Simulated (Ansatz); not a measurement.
Basis-set extrapolation for C₄HF₇O, SMILES `FC1C(F)(F)OC(F)(F)C1(F)F` (PBE0-D4/def2-TZVP geometry, frozen core, Ansatz). Multiplicity 1, RHF reference.

```json
{"": "HF", "def2-TZVPP": "-923.388405", "def2-QZVPP": "-923.427240"}
{"": "MP2 correlation", "def2-TZVPP": "-2.573713", "def2-QZVPP": "-2.802923"}
{"": "CCSD(T) correlation", "def2-TZVPP": "-2.674686", "def2-QZVPP": "not run"}
```

Energies in hartree. Use E(X) = E(∞) + A·exp(−7.88·√X) for Hartree–Fock and E(X) = E(∞) + B·X^(−2.97) for correlation, with X = 3 and 4, and add CCSD(T) minus MP2 of the smaller set to the MP2 limit.

**Question.** What is the CCSD(T) energy at the basis-set limit?

**Answer.** HF limit: -923.427240 + (-0.038835) × 0.13774 = -923.43259. MP2 limit: -2.802923 + (-0.229210) × 0.74074 = -2.97271. Higher-order term: -2.674686 − (-2.573713) = -0.10097. Total: -926.50627 hartree, 1163.6 kJ/mol below CCSD(T)/def2-TZVPP.
